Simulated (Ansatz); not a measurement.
The first iterations of a band of H$_{4}$O$_{3}$Si (8 atoms, charge 0, multiplicity 1).

All numbers below come from Ansatz 0.2.0, RKS PBE-D4/def2-SVP.

```yaml
movable_images: 9
climbing_image: yes
spring: 5.0 eV/Å²
optimiser: quadratic models (default)
start_path: through a guess of the saddle point
force_threshold: 0.05 eV/Å
iteration_limit: 60
end_points: relaxed
```

Image 0:

```xyz
8
Properties=species:S:1:pos:R:3
Si -0.045 -0.115 0.403
H 0.105 0.129 1.869
O 1.393 -0.663 -0.265
H 2.193 -0.190 0.023
O -0.584 1.344 -0.193
H -0.935 1.297 -1.101
O -1.154 -1.296 0.002
H -0.743 -2.155 -0.198
```

Image 10:

```xyz
8
Properties=species:S:1:pos:R:3
Si -0.927 0.101 0.657
H 1.651 -0.346 1.543
O 1.386 0.065 0.696
H 1.227 -0.703 0.091
O -0.971 1.372 -0.448
H -0.700 1.116 -1.352
O -0.559 -1.193 -0.478
H -0.877 -2.061 -0.169
```

| iteration | highest image above the first end (eV) | largest band force component (eV/Å) |
| --- | --- | --- |
| 1 | 11.087 | 65.728 |
| 2 | 3.233 | 11.878 |
| 3 | 3.013 | 6.316 |
| 4 | 2.934 | 2.700 |
| 5 | 2.959 | 1.095 |
| 6 | 2.911 | 1.353 |
| 7 | 2.854 | 2.884 |
| 8 | 2.827 | 0.732 |
| 9 | 2.785 | 0.707 |
| 10 | 2.452 | 1.679 |
| 11 | 2.483 | 1.907 |
| 12 | 2.803 | 1.535 |
| 13 | 3.027 | 4.634 |
| 14 | 2.973 | 0.850 |
| 15 | 2.938 | 0.491 |
| 16 | 2.930 | 0.436 |
| 17 | 2.928 | 0.317 |
| 18 | 2.927 | 0.130 |

Task: Does the band converge within its limit, and where does its top end?

Result: It converged. It ended after 54 iterations with the highest image 2.865 eV above the first end. The profile has 5 maxima (images 1, 3, 5, 7, 9) with wells between them (images 2, 4, 6, 8): this band takes more than one step, which may be the mechanism or a detour left from its start path. Neighbouring images differ by up to 2.8 eV, so the band resolves the path poorly. A vibrational analysis at the climbing image gives one clearly imaginary mode, 1260i cm⁻¹: a first-order saddle point. The orbitals stay closed-shell, which can raise the energy where a bond breaks towards radicals; this wasn't checked here.

The run took 13 min on 1 thread of Arm Neoverse V2, with other jobs on the host, peak memory 0.14 GiB.
